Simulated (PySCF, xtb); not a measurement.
AgCl, SMILES [Cl][Ag], multiplicity 1.

GFN2-xTB (xtb) at its own geometry gives an orbital gap of 4.12 eV and a dipole moment of 5.41 D.

Geometry optimised at B3LYP-D3(BJ)/def2-TZVPD. The spin state was assumed, not searched. The def2 effective core potentials stand for the cores of Ag; spin–orbit coupling is left out.

### Question
What does M06-2X/def2-TZVPD (PySCF) give? (An estimate is asked for; the answer gives what the named calculation found.)

### Answer
gap 6.20 eV (levels -8.78 and -2.57 eV), dipole 6.30 D.
